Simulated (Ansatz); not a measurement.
Cd7H20S7 was relaxed with r2SCAN-D4 (def2-SVP) in Ansatz in these states: charge +1 doublet, charge -1 doublet, neutral singlet. The geometries follow in no particular order.

In the def2 sets Cd takes a core potential; there is no spin–orbit coupling. Single mean-field runs in def2-SVP are fitted with def2-universal-jkfit.

A:

```csv
atom,x (Å),y (Å),z (Å)
Cd1,-2.5020,-0.0312,0.2548
Cd2,1.0105,2.2069,0.1284
Cd3,-2.8532,-1.6582,-2.5896
Cd4,0.0052,1.2076,3.9697
Cd5,0.3212,-1.8849,3.3443
Cd6,1.9842,-1.6193,-0.4640
Cd7,-1.3373,-3.7895,-0.8226
S8,2.3004,3.9095,1.8951
S9,-1.2371,1.8486,1.4962
S10,-1.5621,-2.1844,1.4665
S11,0.3054,1.2230,-4.3705
S12,3.4765,0.3081,-1.9043
S13,-0.3779,-0.8378,-1.3150
S14,1.6467,0.0671,1.6331
H15,-3.5832,-0.4561,-1.1517
H16,-4.1537,0.4381,0.8377
H17,1.2585,2.5515,-1.5053
H18,-2.9702,-0.9575,-4.1084
H19,0.7373,2.6592,4.3991
H20,-0.6579,-0.4196,4.1264
H21,1.3776,-3.0607,3.8944
H22,2.7838,-3.0914,-0.3774
H23,-2.9024,-3.1408,-1.5060
H24,-0.0780,-4.8785,-0.7585
H25,1.5264,5.0103,1.7527
H26,1.6502,3.4945,3.0262
H27,-2.0681,2.9148,1.4393
H28,-2.5973,-2.6728,2.1893
H29,-0.5682,2.1822,-3.9972
H30,-0.6106,0.5655,-5.1171
H31,2.6569,0.5703,-2.9485
H32,4.2136,-0.5947,-2.5937
H33,-0.1130,-0.0481,-2.4124
H34,2.9178,0.1686,2.0893
```

B:

```xyz
34

Cd   -2.1769    0.4193   -2.9352
Cd   -0.8068   -1.1350    1.3870
Cd   -2.0484    2.9358   -0.5822
Cd   -0.1331   -3.4062   -1.8144
Cd    2.0510   -1.3494   -2.7866
Cd    2.6158    0.6695    0.6274
Cd    0.9197    3.3458   -1.6307
S    -0.7542   -4.0923    2.0620
S    -1.8550   -1.4989   -0.9585
S     0.5054    0.8163   -2.8133
S    -1.0788    2.6343    3.9016
S     2.1526    0.2770    3.4846
S     0.1658    1.4646    0.4704
S     1.5161   -1.7340    0.0086
H    -2.7292    1.7492   -1.7808
H    -2.7926   -0.2306   -4.3720
H    -1.1811   -0.7001    2.9856
H    -2.6263    3.6285    0.8667
H    -0.4504   -4.9105   -1.0964
H     0.6145   -2.5372   -3.1934
H     3.6860   -1.3521   -3.1907
H     4.2341    1.0548    0.4156
H    -0.8051    3.8295   -1.7712
H     2.5522    3.7309   -1.5608
H    -2.0905   -4.2854    2.1197
H    -0.6690   -4.5733    0.7878
H    -3.0387   -2.1200   -0.7590
H     0.7324    1.0815   -4.1205
H    -1.5538    1.3787    3.7017
H    -1.7210    3.1105    2.8021
H     1.1861    1.2231    3.6390
H     3.1381    1.1126    3.8852
H     0.0699    2.0958    1.6720
H     2.3713   -2.6324    0.5490
```

C:

Cartesian coordinates in Å:
```
Cd 1.9694 -2.4048 1.4904
Cd 1.1934 2.4586 0.5257
Cd -1.1811 -2.8751 2.6300
Cd 4.1310 0.8679 -1.1253
Cd 1.4360 -0.6488 -2.9407
Cd -2.6333 0.7137 -1.1860
Cd -1.5706 -3.5579 -0.4696
S 2.8848 3.2935 -1.2251
S 2.5591 0.1987 1.0484
S 0.8402 -2.4461 -0.9494
S -1.6792 1.2487 3.6233
S -2.9664 2.9968 0.5909
S -2.3312 -1.0980 0.6508
S -0.0988 1.1485 -1.4491
H 0.4514 -2.0504 2.5067
H 3.2763 -3.4638 1.7773
H 0.3370 3.1973 1.8071
H -2.2813 -2.9977 3.9268
H 1.8054 2.3391 -4.6582
H 3.0882 -0.1341 -2.3826
H 0.6568 -0.9965 -4.4187
H -3.9477 0.8929 -2.2449
H -1.1107 -4.1672 1.2184
H -2.5104 -4.1215 -1.7662
H 3.7282 3.9295 -0.3813
H 2.1137 2.7341 -4.0848
H 3.3385 0.5677 2.0890
H 1.4710 -3.5283 -1.4575
H -0.5711 1.7448 3.0116
H -1.8111 0.2483 2.7054
H -2.5402 2.4500 1.7819
H -4.2597 2.6985 0.8489
H -3.6339 -1.4032 0.8466
H -0.1536 2.1649 -2.3400
```

Task: Judge from the bond lengths which geometry belongs to which state (an estimate).

Result: A is the charge +1 doublet (Cd4–H19 1.682 Å, Cd2–S13 3.644 Å, S8–H26 1.369 Å); B is the neutral singlet (Cd4–H19 1.697 Å, Cd2–S13 2.923 Å, S8–H26 1.365 Å); C is the charge -1 doublet (Cd4–H19 4.478 Å, Cd2–S13 5.009 Å, S8–H26 3.014 Å).

In the charge -1 doublet, H19 and H26 lie 0.76 Å apart (atoms count from 1), so H2 has formed as a molecule. The charge -1 doublet has come apart into loosely held pieces.
